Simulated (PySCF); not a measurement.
Delta-SCF ions had no search for a lower state. Excitations are Tamm–Dancoff values on a coarser integration grid. The basis has no diffuse functions, so Rydberg states are missing or too high.

Cartesian coordinates (Å):
```xyz
16

C     -3.0235     1.3328    -0.0068
C     -2.3627     2.3638    -0.0074
C     -1.1948     3.0811    -0.0072
C      0.0011     3.3445    -0.0055
C      1.3342     3.0256    -0.0032
C      2.3652     2.3648    -0.0018
C      3.0815     1.1963    -0.0006
C      3.3429     0.0000     0.0006
C      3.0237    -1.3330     0.0026
C      2.3629    -2.3639     0.0049
C      1.1952    -3.0818     0.0065
C     -0.0010    -3.3437     0.0077
C     -1.3343    -3.0255     0.0077
C     -2.3652    -2.3646     0.0053
C     -3.0821    -1.1964     0.0007
C     -3.3431     0.0000    -0.0037
```
Charge 0, multiplicity 1.

### Question
Give the vertical electron affinity (Delta-SCF), LUMO, S1 excitation (TDA), HOMO–LUMO gap, T1 excitation (TDA), total energy, S1–T1 gap (TDA) and vertical ionisation energy (Delta-SCF) at the level PBE0-D3(BJ)/def2-SVP // CAM-B3LYP-D3(BJ)/def2-SVP (PySCF 2.14.0).

### Answer

```json
{
 "vertical electron affinity (Delta-SCF)": "2.31 eV",
 "LUMO": "-3.74 eV",
 "S1 excitation (TDA)": "1.59 eV",
 "HOMO–LUMO gap": "2.75 eV",
 "T1 excitation (TDA)": "1.26 eV",
 "total_energy": "-607.9757 Ha",
 "S1–T1 gap (TDA)": "0.33 eV",
 "vertical ionisation energy (Delta-SCF)": "7.92 eV"
}
```
